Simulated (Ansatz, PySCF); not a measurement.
Spin states of F4Re (SMILES [F][Re]([F])([F])[F]), each relaxed with B3LYP-D3(BJ)/def2-TZVP.
State 1 (charge 0, multiplicity 4):
```xyz
5

Re    -0.01070     0.00586    -0.01151
F      0.94424    -0.63967    -1.47817
F     -0.96537     0.65168     1.45520
F      0.07095     1.73072    -0.71718
F     -0.09290    -1.71885     0.69444
```
State 2 (charge 0, multiplicity 2):
```xyz
5

Re    -0.011     0.006    -0.011
F      0.929    -0.670    -1.442
F     -0.951     0.682     1.420
F      0.049     1.722    -0.675
F     -0.070    -1.710     0.652
```

| level | energy of the multiplicity-2 state less that of the multiplicity-4 state (kcal/mol) | cost |
|---|---|---|
| SVWN5/def2-TZVPP | -1.62 | ×0.6 |
| PBE/def2-TZVPP | 3.65 | ×1 |
| PBE-D3(BJ)/def2-TZVPP | 3.64 | ×1 |
| PBE-D4/def2-TZVPP | 3.63 | ×1 |
| BLYP/def2-TZVPP | 0.40 | ×1 |
| BLYP-D3(BJ)/def2-TZVPP | 0.38 | ×1 |
| BLYP-D4/def2-TZVPP | 0.36 | ×1 |
| B97M-V/def2-TZVPP | 5.55 | ×4 |
| B3LYP/def2-TZVPP | 4.55 | ×1 |
| B3LYP-D3(BJ)/def2-TZVPP | 4.54 | ×1 |
| B3LYP-D4/def2-TZVPP | 4.53 | ×1 |
| CAM-B3LYP/def2-TZVPP | 5.37 | ×2 |
| CAM-B3LYP-D3(BJ)/def2-TZVPP | 5.37 | ×2 |
| CAM-B3LYP-D4/def2-TZVPP | 5.36 | ×2 |
| wB97X-V/def2-TZVPP | 3.92 | ×4 |
| wB97M-V/def2-TZVPP | 6.67 | ×5 |

The rows run from -1.62 (SVWN5/def2-TZVPP) to 6.67 kcal/mol (wB97M-V/def2-TZVPP). The dispersion term adds -0.01 in PBE-D3(BJ), -0.01 in PBE-D4, -0.02 in BLYP-D3(BJ). The 8 functionals in def2-TZVPP without D3 or D4 span 8.29, from SVWN5 to wB97M-V.

Singlets are restricted, other states unrestricted; no spin–orbit coupling, no relativity up to Kr; see below for the cores. The largest T1 diagnostic is 0.046.

Doubts at one or more of the structures used: a spin-contaminated determinant (PBE/def2-TZVPP, PBE-D3(BJ)/def2-TZVPP, PBE-D4/def2-TZVPP, BLYP/def2-TZVPP, BLYP-D3(BJ)/def2-TZVPP, BLYP-D4/def2-TZVPP, B97M-V/def2-TZVPP, B3LYP/def2-TZVPP, B3LYP-D3(BJ)/def2-TZVPP, B3LYP-D4/def2-TZVPP, CAM-B3LYP/def2-TZVPP, CAM-B3LYP-D3(BJ)/def2-TZVPP, CAM-B3LYP-D4/def2-TZVPP, wB97X-V/def2-TZVPP, wB97M-V/def2-TZVPP).

Run with Ansatz (Gaussian basis) for Hartree–Fock, density functionals and correlated methods; PySCF for the dispersion terms. Each number belongs to the level named beside it. In def2 rows elements past Kr take small-core potentials, without spin–orbit coupling.

Costs are rough ratios of core time to PBE/def2-TZVPP (about 30 s over the structures, on one shared machine); a dash marks a level with no comparable run of its own.

Ansatz is a quantum-chemistry and plane-wave program.
